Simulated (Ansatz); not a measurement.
Geometry optimisation, UHF/def2-SVP in Ansatz 0.2.0.

The input (input.yaml):

```yaml
crystal:
  periodic: [false, false, false]
  atoms:
    - { symbol: Si, position_ang: [-0.05741, 0.017167, -0.098866] }
    - { symbol: Cl, position_ang: [1.620485, -0.61558, -1.065486] }
    - { symbol: Cl, position_ang: [-1.196591, -1.595817, 0.401811] }
    - { symbol: H, position_ang: [-0.776689, 1.020591, -0.809264] }
    - { symbol: Cl, position_ang: [0.410205, 1.173638, 1.571704] }
magnetization:
  spin_polarized: true
basis:
  gaussian: { orbitals: def2-SVP }
hamiltonian:
  xc: hf
relax:
  f_tol: 0.03
  max_steps: 50
```

Run as:

```bash
$ ansatz run input.yaml --threads 2 --pin off --max-ram 3072MiB --backend cpu --events-out ev --progress --plain --runs-dir out
```

Task: Where does it end, and by what steps?

Result: The forces met the threshold. After 4 steps the energy has fallen by 0.143 eV; H4 moved furthest, 0.16 Å.

```csv
step,energy less start (eV),largest force component (eV/Å),accepted
0,0.0000,1.111,yes
1,-0.1213,0.467,yes
2,-0.1422,0.096,yes
3,-0.1421,0.118,no
4,-0.1426,0.002,yes
```

```xyz
5
Properties=species:S:1:pos:R:3
Si -0.063 0.073 -0.072
Cl 1.623 -0.563 -1.040
Cl -1.205 -1.547 0.433
H -0.826 0.956 -0.946
Cl 0.471 1.081 1.626
```

Whether the end is a true minimum wasn't checked by a vibrational analysis.

Run time: 4 s on 2 threads of Arm Neoverse V2, with other jobs on the host, peak memory 0.19 GiB.
